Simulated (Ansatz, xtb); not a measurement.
**Ranking isomers of BFGeO**

5 gas-phase structures of BFGeO, found in a search over its isomers (lower ones may exist). Each was relaxed with GFN2-xTB:

A. a triplet given by its coordinates
B. `O=[B][Ge][F]`, a triplet
C. a singlet given by its coordinates
D. `O=[B][Ge][F]`, a singlet
E. `F[B]1[O][Ge]1`, a singlet

A (Å):

```yaml
atoms:
  - { symbol: B, position_ang: [0.2206, 0.5517, 1.4277] }
  - { symbol: F, position_ang: [-0.4662, 0.5319, 2.5375] }
  - { symbol: Ge, position_ang: [0.1937, -0.3954, -0.4861] }
  - { symbol: O, position_ang: [1.1995, 1.0581, 0.8257] }
```

Close contacts (Å): B1–F2 1.31, B1–Ge3 2.14, B1–O4 1.26, Ge3–O4 2.20.

C (Å):

```xyz
4

B    -1.4494    0.8981   -1.1083
F     1.3308    0.0505    1.2515
Ge    0.6332   -1.0181   -0.0529
O    -0.5652    0.1590   -0.6187
```

Close contacts (Å): B1–O4 1.25, F2–Ge3 1.82, Ge3–O4 1.77.

Question: Make a reasoned guess at their ranking by r2SCAN-D4/def2-SVP//GFN2-xTB single-point energy.

Answer: Calculated order at r2SCAN-D4/def2-SVP//GFN2-xTB: E (0.0), D (10.4), A (18.9), C (31.2), B (46.9) kcal/mol.

Energies above the lowest of each column, in kcal/mol; the last columns are at r2SCAN-D4/def2-SVP geometries and were run for some of them only (a dash: not run or not comparable):

| structure | GFN2-xTB | HF/STO-3G | r2SCAN-D4/def2-SVP//GFN2-xTB | r2SCAN-D4/def2-SVP | CCSD(T)/def2-TZVPP |
| --- | --- | --- | --- | --- | --- |
| E | 18.8 | 0.0 | 0.0 | 0.0 | 0.0 |
| D | 0.0 | 18.8 | 10.4 | 9.7 | 6.1 |
| A | – | 31.4 | 18.9 | 18.4 | 25.2 |
| C | 9.9 | 44.6 | 31.2 | – | – |
| B | – | 40.2 | 46.9 | – | – |

CCSD(T)/def2-TZVPP puts E lowest of those it was run on; GFN2-xTB picks D. Some further structures that were screened fall inside this span and aren't listed. Flexible structures stand in one conformer each, not always the lowest. Frequencies (r2SCAN-D4/def2-SVP) were run for A, D, E alone. GFN2-xTB has no spin polarisation and isn't compared across spin states. Open shells are spin-unrestricted.

Programs: Ansatz 0.2.0, xtb 6.7.1.
